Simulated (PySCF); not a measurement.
One of the candidates below gave these computed data.

All candidates are C4H9PSi2.

| technique | computed result |
| --- | --- |
| NMR, other nuclei | isotropic shieldings of nuclei other than C and H, by class: 398 (1 Si), 441 (1 Si), 619 (1 P) ppm [GIAO PBE0/pcSseg-1] |
| UV, strongest line | among the 8 lowest singlet transitions: S4 at 5.95 eV (208 nm, f = 0.095) [TDDFT B3LYP/def2-SVPD] |
| 1H NMR | chemical shifts (computed TMS as zero) by class: 6.48 (1 H), 6.30 (1 H), 6.17 (1 H), 4.68 (1 H), 4.39 (1 H), 4.31 (1 H), 1.96 (1 H), 1.12 (2 H) ppm [GIAO PBE0/pcSseg-1] |
| Polarisability | 133.9 au [B3LYP/def2-SVPD] |
| Rotational structure | rotational constants A, B, C: 1.703, 0.843, 0.633 GHz [GFN2-xTB] |
| Dipole | 0.57 D [B3LYP/def2-SVPD] |
| 13C NMR | chemical shifts (computed TMS as zero) by class: 144.0 (1 C), 140.0 (1 C), 106.6 (1 C), 83.5 (1 C) ppm [GIAO PBE0/pcSseg-1] |
| UV, first state | lowest singlet excitation: 5.19 eV (239 nm, f = 0.056) [TDDFT B3LYP/def2-SVPD] |

The electronic properties come from PySCF, for the isolated species, density fitting. Levels stand in brackets. One conformer (not necessarily the lowest) at the GFN2-xTB geometry, without solvent, vibrations or thermal averaging. NMR classes are plain means over equivalent atoms (diastereotopic ones count apart unless rotation or inversion swaps them), as if these changed places fast.

Question: Which candidate is it?
A. `C=CC#C[Si@H]([SiH3])P`
B. `C#C[SiH2][Si@@H](P)C=C`
C. `C#CC1(C)[SiH2]P[SiH2]1`

Answer: B. It is `C#C[SiH2][Si@@H](P)C=C`. Numbering: `[CH:1]#[C:2][SiH2:3][Si@@H:4]([PH2:5])[CH:6]=[CH2:7]`. 4 carbons fall into 4 classes; from least to most shielded: terminal =CH2 carbon [C7] (144.0 ppm), alkene CH carbon [C6] (140.0 ppm), terminal alkyne carbon [C1] (106.6 ppm), alkyne carbon [C2] (83.5 ppm). Hydrogen classes from least to most shielded: 1 H on a terminal =CH2 carbon, C7 (6.48 ppm), 1 H on a terminal =CH2 carbon, C7 (6.30 ppm), 1 H on an alkene CH carbon, C6 (6.17 ppm), 1 H on an SiH silicon, Si4 (4.68 ppm), 1 H on an SiH2 silicon, Si3 (4.39 ppm), 1 H on an SiH2 silicon, Si3 (4.31 ppm), 1 H on a terminal alkyne carbon, C1 (1.96 ppm), 2 H on a three-coordinate phosphorus, P5 (1.12 ppm). The other shieldings belong to: 398 ppm, SiH silicon [Si4]; 441 ppm, SiH2 silicon [Si3]; 619 ppm, three-coordinate phosphorus [P5]. S1 is mainly HOMO→LUMO (weight 0.96); the largest Löwdin shares of the orbital it empties are 0.40 on the three-coordinate phosphorus, 0.14 on the SiH silicon, 0.12 on the SiH2 silicon and 0.05 on the alkyne carbon, of the orbital it fills 0.26 on the terminal =CH2 carbon, 0.24 on the alkene CH carbon, 0.12 on the SiH silicon and 0.09 on the SiH2 silicon. The optimised geometry has point group C1 and is an asymmetric top.

The others, at the same levels:
- `C#CC1(C)[SiH2]P[SiH2]1` fails: its computed 13C shifts are 93.8 (1 C), 78.9 (1 C), 25.9 (1 C), 18.4 (1 C) ppm, 1H shifts are 5.17 (2 H), 4.75 (2 H), 2.06 (1 H), 1.84 (1 H), 1.53 (3 H) ppm and lowest singlet excitation is 4.77 eV (260 nm, f = 0.017) (against 5.19 eV).
- `C=CC#C[Si@H]([SiH3])P` fails: its computed 13C shifts are 138.5 (1 C), 124.7 (1 C), 117.9 (1 C), 100.4 (1 C) ppm, 1H shifts are 6.12 (1 H), 6.12 (1 H), 5.92 (1 H), 4.78 (1 H), 3.54 (3 H), 1.52 (2 H) ppm and smallest rotational constant is 0.532 GHz (against 0.633 GHz).

Each candidate is one conformer, not necessarily the lowest. Dipoles, sizes and rotational constants follow the conformer. The torsions of the flexible species, by atom-mapped SMILES:
- `[CH:1]#[C:2][SiH2:3][Si@@H:4]([PH2:5])[CH:6]=[CH2:7]`: C2–Si3–Si4–P5 83°, Si3–Si4–C6–C7 99°, H–P5–Si4–Si3 47°, H–P5–Si4–Si3 -46°
- `[CH2:1]=[CH:2][C:3]#[C:4][Si@H:5]([SiH3:6])[PH2:7]`: H–P7–Si5–C4 58°, H–P7–Si5–C4 -35°
